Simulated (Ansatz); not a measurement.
Gas-phase electronic energies from Ansatz, PBE0-D4/def2-TZVP geometries. CCSD(T)/CBS is the MP2 limit (def2-TZVPP, def2-QZVPP) plus CCSD(T) − MP2 in def2-TZVPP, frozen cores. This one scheme is used for every species, atoms too. Functionals use def2-TZVPP. B3LYP here is the variant with VWN-RPA as its local correlation; programs differ in this. Open shells (•) are unrestricted, without spin–orbit coupling. One conformer a species, not always the lowest.

Reaction (homolysis of the H–Si bond): `CO[SiH2]N` → H• + `CO[SiH]N`•

**Question.** What is ΔE at CCSD(T)/CBS? (Estimate.)

**Answer.** The calculation gave: +4.37 eV.

**Question.** What do these levels give: B3LYP-D4, r2SCAN, MP2/def2-TZVPP, SCS-MP2/def2-TZVPP, CCSD(T)/def2-TZVPP, MP2/def2-QZVPP? (Best estimate.)

**Answer.** The calculation gave: B3LYP-D4 4.24, r2SCAN 4.10, MP2/def2-TZVPP 4.22, SCS-MP2/def2-TZVPP 4.34, CCSD(T)/def2-TZVPP 4.31, MP2/def2-QZVPP 4.25 eV.

Largest T1 diagnostic among the species: 0.014.

From PBE to PBE0 (25 % exact exchange), in def2-TZVPP and without D4, ΔE moves by +0.09 eV. In def2-TZVPP, CCSD(T) changes the Hartree–Fock value by +0.81 eV (the triples alone add −0.00 eV) and MP2 by +0.72 eV; breaking electron pairs costs correlation energy, which Hartree–Fock lacks.
